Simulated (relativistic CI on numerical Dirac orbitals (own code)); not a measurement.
Hyperfine structure of Ru³⁹⁺, mass number 99

Calculated at this level of theory: Dirac-Coulomb-Breit CI, KLI orbitals optimised for each configuration, QED by a radiative potential, unscaled Slater integrals (own radial code, finite nucleus).

CI space (outside the closed core 1s2): 2s2.2p, 2s.2p2, 2p3, 2p2.3s, 2p2.3p, 2p2.3d, 2s2.3s, 2s2.3p, 2s2.3d, 2s.2p.3s, 2s.2p.3p, 2s.2p.3d, 2s2.4s, 2s2.4p, 2s2.4d, 2s2.4f. Levels of other configurations are missing.

Nuclear spin I = 5/2, μ = -0.641 μN, Q = 0.079 b (tables of Stone and Pyykkö). The electronic factors are computed for point nuclear moments, without core polarisation or the Bohr-Weisskopf and QED corrections.

| Level | E (10³ cm⁻¹) | A (GHz) | B (GHz) |
| --- | --- | --- | --- |
| 2s2.2p 2P°_1/2 | 0.0 | -248.3 |  |
| 2s.2p2 4P_1/2 | 962.3 | -705.6 |  |
| 2s2.2p 2P°_3/2 | 1180.4 | -42.17 | 24.1 |
| 2s.2p2 4P_3/2 | 1861.4 | -201.3 | 19.2 |
| 2s.2p2 4P_5/2 | 2064.6 | -226 | 8.54 |
| 2s.2p2 2D_3/2 | 2396.0 | 1.747 | 19 |
| 2s.2p2 2P_1/2 | 2431.1 | 177.9 |  |
| 2s.2p2 2D_5/2 | 3197.6 | -194.1 | 15.5 |

Levels with J = 0, under 50 % of one LS term, or S terms without an open s electron are left out. Small factors come from cancelling terms and can be off by tens of per cent or more.

At this charge energies of transitions that change n are usually good to better than 1 %, and those within a shell (Δn = 0) to a few per cent.

(1) Give the hyperfine levels of 2s2.2p 2P°_1/2 relative to its centre of gravity.

Results:

(1) With K = F(F + 1) − I(I + 1) − J(J + 1), E = AK/2: F = 2: 434.5, F = 3: -310.4 GHz.

LS names give the leading component of a level, which can be under half, so a name can repeat, a term be missing and a line seem to break the LS rules.
